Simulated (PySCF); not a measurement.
Cl₂H₄SSi₂, SMILES [SiH2](Cl)S[SiH2]Cl.

Geometry optimised at r2SCAN-D4/def2-SVP. The structure was generated by enumeration, and PubChem lists no compound with its InChIKey, so it may never have been made. One conformer was computed; it need not be the lowest.

Computed with r2SCAN-D4/def2-SVP (PySCF).

Frequencies are harmonic and unscaled.

Computed normal modes with their intensities:
```tsv
mode	ν (cm⁻¹)	IR (km/mol)	Raman (Å⁴/amu)	depolarisation	moving atoms (share of kinetic energy)
1	31	0.7	1.1	0.70	Cl 74 %, Si 15 %
2	54	2.1	0.9	0.75	Si 43 %, Cl 31 %, H 17 %, S 9 %
3	106	0.2	1.3	0.46	Si 50 %, Cl 30 %, H 17 %
4	179	0.9	4.3	0.67	Si 35 %, Cl 28 %, S 27 %, H 9 %
5	196	6.8	3.4	0.75	S 50 %, Cl 31 %, Si 16 %
6	468	1.1	18.2	0.04	Si 49 %, S 29 %, Cl 12 %, H 10 %
7	493	63.2	2.5	0.75	Si 41 %, S 37 %, H 12 %, Cl 9 %
8	539	29.3	4.4	0.75	H 55 %, Si 27 %, Cl 16 %
9	560	16.5	9.7	0.56	Si 51 %, Cl 33 %, H 15 %
10	561	230.9	0.0	–	Si 46 %, Cl 22 %, H 18 %, S 13 %
11	604	39.5	3.4	0.50	H 61 %, Si 23 %, S 12 %
12	718	6.5	4.4	0.75	H 98 %
13	739	0.1	29.8	0.74	H 97 %
14	834	338.5	13.4	0.75	H 94 %
15	885	133.6	10.8	0.74	H 90 %, Si 10 %
16	929	8.7	24.6	0.71	H 96 %
17	930	203.2	2.1	0.75	H 95 %
18	2250	83.9	36.1	0.75	H 97 %
19	2253	29.6	259.7	0.01	H 98 %
20	2276	109.4	90.3	0.75	H 96 %
21	2277	62.1	203.6	0.29	H 96 %
```
